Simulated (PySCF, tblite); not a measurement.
C₇H₁₃P.
Geometry (GFN2-xTB, Å), atoms numbered from 1 in this order:
```
atom  x, y, z in Å
C1     1.7813    0.3653    0.5495
C2     1.4679   -1.0335    0.0282
C3     0.0229   -1.0114   -0.4739
C4    -1.0143   -1.1271    0.6541
C5    -2.1509   -0.1548    0.3601
C6    -1.4915    1.1573   -0.0479
P7    -0.2143    0.6617   -1.3200
C8     1.3468    1.3357   -0.5442
H9     1.2177    0.5525    1.4654
H10    2.8422    0.4786    0.7796
H11    1.6026   -1.7936    0.8001
H12    2.1404   -1.2658   -0.8007
H13   -0.1377   -1.8079   -1.2070
H14   -1.3818   -2.1509    0.7409
H15   -0.5529   -0.8571    1.6059
H16   -2.7515   -0.5338   -0.4701
H17   -2.8052   -0.0254    1.2243
H18   -2.2074    1.8557   -0.4844
H19   -1.0137    1.6400    0.8077
H20    2.1033    1.3792   -1.3328
H21    1.1872    2.3522   -0.1806
```

Jobs on this species (21 atoms, 70 electrons) with PySCF (density fitting) and tblite. Hardware of each: Arm Neoverse N1, one thread (shared host). Times come from a shared host and carry two figures at best.

```
level and settings                                                                                                work  basis functions  SCF cycles  wall time
          GFN2-xTB                                                                       Hessian by finite differences                –           –          ?
          GFN2-xTB                                                                                   L-BFGS relaxation                –           –      1.3 s
     PBE0/pcSseg-1  shieldings, ring-centre shieldings, charges and field gradients, density and orbital grids written              208          14       79 s
```

Problem. Fill in the missing figures.

Solution. 
- GFN2-xTB; Hessian by finite differences: 1.3 s

Problem. What do all jobs in the table cost together?

Solution. About 82 s; the longest takes about 97 % of that, and about 61 times as long as the shortest.
